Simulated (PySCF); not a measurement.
# CsF and its ions

r²SCAN; Cs def2-SVPD with ECP46, F def2-SVPD; scalar-relativistic core potentials (PySCF 2.14). Neutral (UKS): singlet (closed shell), Re = 2.459 Å, ωe = 326 cm⁻¹, De = 5.12 eV, HOMO -4.75 eV, LUMO -0.72 eV.

CsF⁻ (UKS): doublet (σ ↑), Re = 2.556 Å, ωe = 272 cm⁻¹, De = 1.95 eV to Cs + F⁻. The energies at the minima are -119.94538 hartree for CsF and -119.95437 for CsF⁻.

Problem. Work out the adiabatic electron affinity, without and with harmonic zero-point energies (1 hartree = 27.2114 eV, 1 eV = 8065.5 cm⁻¹), and the change of the bond length.

Solution. At r²SCAN: 0.00899 hartree = 0.245 eV between the minima; the zero-point term (326.0 − 272.0)/2 cm⁻¹ = +0.003 eV makes it 0.248 eV. Re changes by +9.7 pm against the neutral. The electron enters a σ orbital; in so polar a molecule the change of length follows mostly from the change of the ionic charges.

Spin–orbit coupling is left out, which matters for elements this heavy, above all for dissociation energies. For an ion De counts to the pair picked by the measured ionisation energies or electron affinities, which need not be the lowest pair at this level. Counting both spins, an empty level lies below a filled one in some of these solutions, because spin and occupation are held. The highest Kohn–Sham level is positive in this anion. Much of that is self-interaction error, but it also means that the finite basis helps to hold the extra electron. States were picked by a PBE0 search and need not be the measured ground states.
